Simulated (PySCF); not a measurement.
# Mayer bond orders and bond lengths

Al(NH2)3.
Z-matrix (Å and degrees, PBE0-D3(BJ)/def2-SVP geometry), rows numbered from 1:
```
Al
N   1  1.7780
H   2  1.0126  1  125.15
H   2  1.0125  1  125.32  3   179.57
N   1  1.7777  2  119.99  3  -177.20
H   5  1.0125  1  125.36  2  -177.61
H   5  1.0126  1  125.14  2     3.21
N   1  1.7781  2  119.92  3     2.97
H   8  1.0127  1  125.04  2     2.19
H   8  1.0124  1  125.49  2  -176.86
```

Bond orders from the PBE0/pcSseg-1 (pcSseg-2 on Al) density (PySCF). Geometry: PBE0-D3(BJ)/def2-SVP; no solvent, vibrations or thermal averaging.

Problem. Set the Mayer orders of the bonds between heavy atoms beside their lengths.

Solution. 
| bond | length (Å) | Mayer order |
| --- | --- | --- |
| Al1–N2 | 1.778 | 1.006 |
| Al1–N5 | 1.778 | 1.007 |
| Al1–N8 | 1.778 | 1.006 |

Problem. And the bonds to hydrogen?

Solution. H–N: 0.94 (6 bonds).

Problem. Sum the orders of all bonds at each heavy atom with more than one neighbour.

Solution. Al1 3.019, N2 2.886, N5 2.887, N8 2.886. Orders between atoms that aren't bonded are not in these sums.

For a closed shell the Mayer order of atoms A and B is Σ (PS)μν (PS)νμ over the basis functions μ on A and ν on B, with P the density and S the overlap matrix.
